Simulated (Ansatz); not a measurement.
In(NH3)F3 (InNF₃H₃), relaxed as a singlet with RKS PBE0-D4/def2-SVP in Ansatz, starting from the GFN2-xTB geometry. Force threshold 0.02 eV/Å.

In the def2 sets In takes a core potential; there is no spin–orbit coupling.

Start:

```xyz
8

In    0.8483    0.8279    0.1503
N    -0.7595   -0.7433   -0.1363
H    -1.2042   -0.9391    0.7567
H    -0.3463   -1.5985   -0.5001
H    -1.4576   -0.3999   -0.7918
F     1.4535    0.8146   -1.7058
F     1.8519   -0.1825    1.4855
F    -0.3861    2.2207    0.7415
```

(1) Estimate the energy that the relaxation releases and the steps that it takes.

(2) Does the start keep its bonding and symmetry?

(3) Predict the relaxed structure.

## Answers

(1) 6.6 kJ/mol, in 17 steps; 44 s on 4 threads of Arm Neoverse N1 on a shared host. The force fell under the threshold at step 9, but the optimiser went on and released 0.004 eV more. No frequencies were taken in this run, so the end may be a saddle point.

(2) By distances, no bond broke or formed. The bond that changes most is In1–N2, from 2.27 to 2.28 Å (atoms count from 1).

(3) 
```tsv
atom	x (Å)	y (Å)	z (Å)
In1	0.838	0.820	0.151
N2	-0.780	-0.764	-0.140
H3	-0.715	-1.478	0.586
H4	-0.677	-1.216	-1.049
H5	-1.707	-0.339	-0.094
F6	1.725	0.587	-1.578
F7	1.672	0.038	1.739
F8	-0.356	2.352	0.385
```
Bond lengths: 3 × F–In 1.96 Å; 1 × In–N 2.28 Å; 3 × H–N 1.02 Å.
